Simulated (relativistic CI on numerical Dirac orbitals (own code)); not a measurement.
## Electric-dipole transitions in Tl XXIX

Calculated at this level of theory: Dirac-Coulomb-Breit CI, orbitals from a KLI potential per configuration, model QED (radiative potential, 1s self-energy scaled to tabulated hydrogen-like ionisation energies), unscaled Slater integrals (own radial code, finite nucleus).

Configurations in the expansion (outside the closed core [Ar] 3d10): 4s2 4p6 4d10 4f7, 4s2 4p6 4d10 4f6 5s, 4s2 4p6 4d9 4f8, 4s2 4p6 4d10 4f5 5s2, 4s2 4p6 4d10 4f6 5p, 4s2 4p5 4d10 4f8, 4s 4p6 4d10 4f8, 4s2 4p6 4d10 4f6 6s, 4p6 4d10 4f9. Levels of other configurations are missing.

```csv
λ vac (Å),Lower,Upper,A (s⁻¹),log gf,S velocity/length
84.067,4s2 4p6 4d10 4f7 4D°_7/2 [2],4s2 4p6 4d10 4f6 5s 4H_9/2 [380],8.69e+05,-5.04,0.56
84.404,4s2 4p6 4d10 4f7 4D°_7/2 [2],4s2 4p6 4d10 4f6 5s 6I_9/2 [372],1.14e+06,-4.92,0.67
84.468,4s2 4p6 4d10 4f7 4D°_7/2 [2],4s2 4p6 4d10 4f6 5s 4D_5/2 [371],1.09e+06,-5.16,0.51
85.575,4s2 4p6 4d10 4f7 4D°_7/2 [2],4s2 4p6 4d10 4f6 5s 4I_9/2 [358],4.43e+05,-5.31,1.34
85.630,4s2 4p6 4d10 4f7 6I°_11/2 [8],4s2 4p6 4d10 4f6 5s 6K_13/2 [397],6.09e+05,-5.03,2.08
85.739,4s2 4p6 4d10 4f7 6I°_9/2 [5],4s2 4p6 4d10 4f6 5s 6K_11/2 [382],1.41e+06,-4.73,1.37
85.871,4s2 4p6 4d10 4f7 6I°_11/2 [8],4s2 4p6 4d10 4f6 5s 4H_9/2 [394],8.83e+05,-5.01,0.32
85.927,4s2 4p6 4d10 4f7 6I°_9/2 [5],4s2 4p6 4d10 4f6 5s 4G_7/2 [381],1.46e+06,-4.89,0.75
86.013,4s2 4p6 4d10 4f7 6I°_7/2 [4],4s2 4p6 4d10 4f6 5s 6I_9/2 [372],6.02e+05,-5.18,1.16
86.187,4s2 4p6 4d10 4f7 6I°_13/2 [9],4s2 4p6 4d10 4f6 5s 4H_13/2 [393],7.35e+05,-4.94,0.44
86.210,4s2 4p6 4d10 4f7 4D°_7/2 [2],4s2 4p6 4d10 4f6 5s 4G_5/2 [354],1.63e+06,-4.96,0.50
86.226,4s2 4p6 4d10 4f7 6I°_15/2 [10],4s2 4p6 4d10 4f6 5s 6K_17/2 [395],9.81e+05,-4.71,1.45
86.249,4s2 4p6 4d10 4f7 6I°_13/2 [9],4s2 4p6 4d10 4f6 5s 6K_15/2 [390],5.87e+05,-4.98,1.98
86.251,4s2 4p6 4d10 4f7 6I°_9/2 [5],4s2 4p6 4d10 4f6 5s 6G_7/2 [375],9.00e+05,-5.10,0.56
86.356,4s2 4p6 4d10 4f7 6I°_15/2 [10],4s2 4p6 4d10 4f6 5s 6K_15/2 [390],5.77e+05,-4.99,0.36
86.677,4s2 4p6 4d10 4f7 6I°_11/2 [8],4s2 4p6 4d10 4f6 5s 4H_9/2 [380],1.42e+06,-4.80,0.79
86.706,4s2 4p6 4d10 4f7 4D°_7/2 [2],4s2 4p6 4d10 4f6 5s 6D_5/2 [348],8.05e+05,-5.26,0.85
86.906,4s2 4p6 4d10 4f7 6I°_7/2 [4],4s2 4p6 4d10 4f6 5s 6G_9/2 [363],1.23e+06,-4.85,0.94
87.350,4s2 4p6 4d10 4f7 6I°_17/2 [7],4s2 4p6 4d10 4f6 5s 6L_15/2 [364],5.78e+05,-4.98,0.58
87.362,4s2 4p6 4d10 4f7 6I°_15/2 [10],4s2 4p6 4d10 4f6 5s 6I_13/2 [374],7.90e+05,-4.90,0.64
87.718,4s2 4p6 4d10 4f7 6I°_17/2 [7],4s2 4p6 4d10 4f6 5s 6L_19/2 [362],3.64e+05,-5.08,0.49
88.029,4s2 4p6 4d10 4f7 6D°_9/2 [11],4s2 4p6 4d10 4f6 5s 6G_11/2 [367],1.24e+06,-4.76,0.54
88.089,4s2 4p6 4d10 4f7 6P°_5/2 [3],4s2 4p6 4d10 4f6 5s 6D_5/2 [348],1.57e+06,-4.96,0.27
88.213,4s2 4p6 4d10 4f7 6D°_9/2 [11],4s2 4p6 4d10 4f6 5s 6F_11/2 [366],9.02e+05,-4.90,0.89
89.209,4s2 4p6 4d10 4f7 6I°_11/2 [8],4s2 4p6 4d10 4f6 5s 6H_9/2 [351],8.32e+05,-5.00,0.45
89.416,4s2 4p6 4d10 4f7 6I°_13/2 [9],4s2 4p6 4d10 4f6 5s 6H_11/2 [352],6.04e+05,-5.06,0.66
89.558,4s2 4p6 4d10 4f7 6P°_5/2 [3],4s2 4p6 4d10 4f6 5s 6D_3/2 [342],1.28e+06,-5.21,0.68
89.595,4s2 4p6 4d10 4f7 6P°_5/2 [16],4s2 4p6 4d10 4f6 5s 6D_7/2 [368],1.41e+06,-4.87,0.47
89.669,4s2 4p6 4d10 4f7 6I°_9/2 [5],4s2 4p6 4d10 4f6 5s 6F_11/2 [344],4.67e+05,-5.17,1.29
89.698,4s2 4p6 4d10 4f7 2G°_7/2 [26],4s2 4p6 4d10 4f6 5s 4H_9/2 [394],2.43e+06,-4.53,1.31
90.279,4s2 4p6 4d10 4f7 6P°_5/2 [3],4s2 4p6 4d10 4f6 5s 6F_7/2 [340],9.89e+05,-5.01,1.21
91.681,4s2 4p6 4d10 4f7 4G°_11/2 [23],4s2 4p6 4d10 4f6 5s 4I_9/2 [358],1.40e+06,-4.75,0.38
91.890,4s2 4p6 4d10 4f7 4L°_15/2 [34],4s2 4p6 4d10 4f6 5s 4L_15/2 [373],1.31e+06,-4.58,0.46
92.119,4s2 4p6 4d10 4f7 4G°_9/2 [25],4s2 4p6 4d10 4f6 5s 4I_9/2 [358],1.77e+06,-4.65,0.64
92.339,4s2 4p6 4d10 4f7 6D°_9/2 [11],4s2 4p6 4d10 4f6 5s 6F_7/2 [340],1.43e+06,-4.84,0.44
92.384,4s2 4p6 4d10 4f7 6P°_5/2 [3],4s2 4p6 4d10 4f6 5s 6F_3/2 [334],1.45e+06,-5.13,0.47
92.494,4s2 4p6 4d10 4f7 6D°_7/2 [12],4s2 4p6 4d10 4f6 5s 6F_9/2 [341],1.25e+06,-4.79,1.51
93.746,4s2 4p6 4d10 4f7 6G°_11/2 [17],4s2 4p6 4d10 4f6 5s 6F_9/2 [341],3.66e+06,-4.32,0.56
93.997,4s2 4p6 4d10 4f7 6D°_7/2 [12],4s2 4p6 4d10 4f6 5s 6F_5/2 [338],1.85e+06,-4.83,0.47
94.281,4s2 4p6 4d10 4f7 6G°_13/2 [24],4s2 4p6 4d10 4f6 5s 6F_11/2 [344],2.23e+06,-4.45,0.83
94.597,4s2 4p6 4d10 4f7 6G°_9/2 [19],4s2 4p6 4d10 4f6 5s 6F_7/2 [340],2.85e+06,-4.51,0.48
94.741,4s2 4p6 4d10 4f7 4G°_5/2 [13],4s2 4p6 4d10 4f6 5s 6F_5/2 [338],1.65e+06,-4.88,1.35
94.827,4s2 4p6 4d10 4f7 4G°_11/2 [23],4s2 4p6 4d10 4f6 5s 6F_9/2 [341],2.66e+06,-4.45,0.78
95.697,4s2 4p6 4d10 4f7 6G°_13/2 [24],4s2 4p6 4d10 4f6 5s 6L_11/2 [339],2.44e+06,-4.40,0.67
98.335,4s2 4p6 4d10 4f7 6P°_3/2 [6],4s2 4p6 4d10 4f6 5s 6D_1/2 [328],3.06e+06,-5.05,0.70
```

Terms are leading LS components. Brackets give the number of a level in order of energy, since labels repeat. The list gives strong lines, with weight on those to low levels, among the lowest 400 of 8566 levels, so that lines to higher ones, which can be the strongest, are missing. Levels whose partners in the same complex of configurations lie outside the list can be far off, and so can their lines. Rates are taken at the computed energies, electric ones in the length gauge. A velocity-to-length ratio far from 1 marks an uncertain rate.

At this charge energies of transitions that change n are usually good to better than 1 %, and those within a shell (Δn = 0) to a few per cent. Terms inside the open d or f shell come out 10 to 20 % too wide with unscaled integrals.

LS names give the leading component of a level, which can be under half, so a name can repeat, a term be missing and a line seem to break the LS rules.
